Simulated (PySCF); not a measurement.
CH₆AlFSi (SMILES [CH3][Al]([F])[SiH3]), singlet, at a GFN2-xTB geometry (such geometries of metal compounds can be far from the true shape); PySCF with CASSCF(4,3)+NEVPT2/STO-3G.

PySCF was given this input:
```python
from pyscf import gto, scf, mcscf, mrpt
import numpy

mol = gto.Mole()
mol.atom = '''
    Al    0.267324   -0.302793    0.271704
    F     1.749609   -0.759424   -0.329491
    C    -0.103164   -1.134985    2.046659
    H    -0.049462   -2.228914    1.975826
    H    -1.070267   -0.890380    2.493692
    H     0.667387   -0.850719    2.774602
    Si   -1.010155    1.202065   -1.122046
    H    -2.358383    1.473539   -0.581191
    H    -1.246332    0.710013   -2.496744
    H    -0.403479    2.538591   -1.304221
'''
mol.basis = 'sto-3g'
mol.charge = 0
mol.spin = 0
mol.verbose = 4
mol.build()

mf = scf.RHF(mol)
mf.kernel()
mc = mcscf.CASSCF(mf, 3, 4)
mc.fix_spin_(ss=0.0)
mc.kernel()
occ = numpy.linalg.eigvalsh(mc.fcisolver.make_rdm1(mc.ci, mc.ncas, mc.nelecas))[::-1]
ss = mc.fcisolver.spin_square(mc.ci, mc.ncas, mc.nelecas)[0]
print('natural occupations', occ.round(4), ' <S^2>', round(ss, 4))
e2 = mrpt.NEVPT(mc).kernel()
print('E(NEVPT2) = %.10f' % (mc.e_tot + e2))
```

Task: Write the output that PySCF gives for this input, abridged.

Result: 
```
PySCF version 2.14.0

[INPUT] verbose = 4
[INPUT] num. atoms = 10
[INPUT] num. electrons = 48
[INPUT] charge = 0
[INPUT] spin (= nelec alpha-beta = 2S) = 0
[INPUT] symmetry False subgroup None
[INPUT] Mole.unit = angstrom
[INPUT] Symbol           X                Y                Z      unit          X                Y                Z       unit  Magmom
[...]
nuclear repulsion = 192.1124371785
number of shells = 22
number of NR pGTOs = 102
number of NR cGTOs = 34
basis = sto-3g
ecp = {}

******** <class 'pyscf.scf.hf.RHF'> ********
method = RHF
initial guess = minao
damping factor = 0
level_shift factor = 0
DIIS = <class 'pyscf.scf.diis.CDIIS'>
diis_start_cycle = 1
diis_space = 8
diis_damp = 0
SCF conv_tol = 1e-09
SCF conv_tol_grad = None
SCF max_cycles = 50
direct_scf = True
direct_scf_tol = 1e-13
Set gradient conv threshold to 3.16228e-05
Initial guess from minao.
init E= -662.918209723691
[...]
cycle= 1 E= -663.532600395617  delta_E= -0.614  |g|= 0.38  |ddm|= 3.26
[...]
cycle= 2 E= -663.611945287282  delta_E= -0.0793  |g|= 0.0919  |ddm|= 0.875
[...]
cycle= 3 E= -663.616182833369  delta_E= -0.00424  |g|= 0.0255  |ddm|= 0.176
[...]
cycle= 4 E= -663.616663648741  delta_E= -0.000481  |g|= 0.00455  |ddm|= 0.0739
[...]
cycle= 5 E= -663.616684883889  delta_E= -2.12e-05  |g|= 0.00152  |ddm|= 0.0133
[...]
cycle= 6 E= -663.616687482998  delta_E= -2.6e-06  |g|= 0.000207  |ddm|= 0.0058
[...]
cycle= 7 E= -663.616687521646  delta_E= -3.86e-08  |g|= 4.22e-05  |ddm|= 0.000653
[...]
cycle= 8 E= -663.616687522925  delta_E= -1.28e-09  |g|= 6.74e-06  |ddm|= 0.000118
[...]
cycle= 9 E= -663.616687522954  delta_E= -2.9e-11  |g|= 1.53e-06  |ddm|= 1.56e-05
[...]
Extra cycle  E= -663.616687522956  delta_E= -1.71e-12  |g|= 4.64e-07  |ddm|= 2.88e-06
converged SCF energy = -663.616687522956

******** <class 'pyscf.mcscf.mc1step.CASSCF'> ********
CAS (2e+2e, 3o), ncore = 22, nvir = 9
max_cycle_macro = 50
max_cycle_micro = 4
conv_tol = 1e-07
conv_tol_grad = None
orbital rotation max_stepsize = 0.02
orbital rotation threshold for CI restart = 0.01
augmented hessian ah_max_cycle = 30
augmented hessian ah_conv_tol = 1e-12
augmented hessian ah_linear dependence = 1e-14
augmented hessian ah_level shift = 1e-08
augmented hessian ah_start_tol = 2.5
augmented hessian ah_start_cycle = 3
augmented hessian ah_grad_trust_region = 3
kf_trust_region = 3
kf_interval = 4
ci_response_space = 4
ci_grad_trust_region = 3
with_dep4 0
natorb = False
canonicalization = True
sorting_mo_energy = False
[...]
CASCI E = -663.616988786098  S^2 = 0.0000000
[...]
CASSCF energy = -663.627571695401
CASCI E = -663.627571695401  E(CI) = -3.37573469603763  S^2 = 0.0000000
natural occupations [1.9994 1.9775 0.0231]  <S^2> 0.0

******** <class 'pyscf.mrpt.nevpt2.NEVPT'> ********
NEVPT2 (2e+2e, 3o), ncore = 22, nvir = 9
root = 0
Natural occ [1.99939653 1.97751102 0.02309245]
Natural orbital (expansion on meta-Lowdin AOs) in CAS space
               #1        #2        #3
0 Al 1s         -0.00251  -0.00216   0.00062
0 Al 2s          0.00490   0.00343  -0.00201
0 Al 3s          0.47401   0.42591  -0.53395
0 Al 2px         0.00456   0.01529  -0.01265
0 Al 2py        -0.00760  -0.01526   0.01212
0 Al 2pz         0.00876   0.01191  -0.00899
0 Al 3px        -0.02978  -0.27170   0.30020
0 Al 3py        -0.12468   0.29198  -0.29112
0 Al 3pz         0.24173  -0.24707   0.21931
1 F 1s           0.00042   0.00032  -0.00054
1 F 2s          -0.03374  -0.02556   0.02661
1 F 2px         -0.23106   0.10682  -0.12521
1 F 2py          0.20175  -0.06877   0.07571
1 F 2pz         -0.13130   0.01833  -0.01306
2 C 1s           0.00115   0.00038  -0.00118
2 C 2s           0.26026  -0.05310   0.09620
2 C 2px          0.03669  -0.00849   0.01840
2 C 2py          0.29477  -0.04025   0.08504
2 C 2pz         -0.53944   0.07690  -0.16291
3 H 1s          -0.07722   0.01405  -0.03181
4 H 1s          -0.01298  -0.00826   0.01124
5 H 1s          -0.07566   0.01360  -0.03098
6 Si 1s          0.00009   0.00020   0.00082
6 Si 2s         -0.00752   0.00033  -0.00600
6 Si 3s         -0.25315   0.37022   0.34775
6 Si 2px         0.00302  -0.00904  -0.00940
6 Si 2py        -0.00361   0.01045   0.01079
6 Si 2pz         0.00335  -0.00963  -0.00988
6 Si 3px         0.02592   0.34374   0.29925
6 Si 3py        -0.05078  -0.39544  -0.33105
6 Si 3pz         0.06022   0.36378   0.29567
7 H 1s          -0.12295  -0.09544  -0.05824
8 H 1s          -0.14613  -0.09123  -0.07951
9 H 1s          -0.14648  -0.09067  -0.07896
<CAS-nat-orb|mo-hf>  23     18       0.71780778
<CAS-nat-orb|mo-hf>  23     23       0.46200234
<CAS-nat-orb|mo-hf>  24     24       0.83747958
<CAS-nat-orb|mo-hf>  25     26      -0.91801881
Sr    (-1)',   E = -0.00167830985412
Si    (+1)',   E = -0.00000001113945
Sijrs (0)  ,   E = -0.09721686726418
Sijr  (+1) ,   E = -0.00769409690255
Srsi  (-1) ,   E = -0.01656355030596
Srs   (-2) ,   E = -0.00521952818940
Sij   (+2) ,   E = -0.00051571707205
Sir   (0)' ,   E = -0.00789633242779
Nevpt2 Energy = -0.136784413155490
E(NEVPT2) = -663.7643561086
```
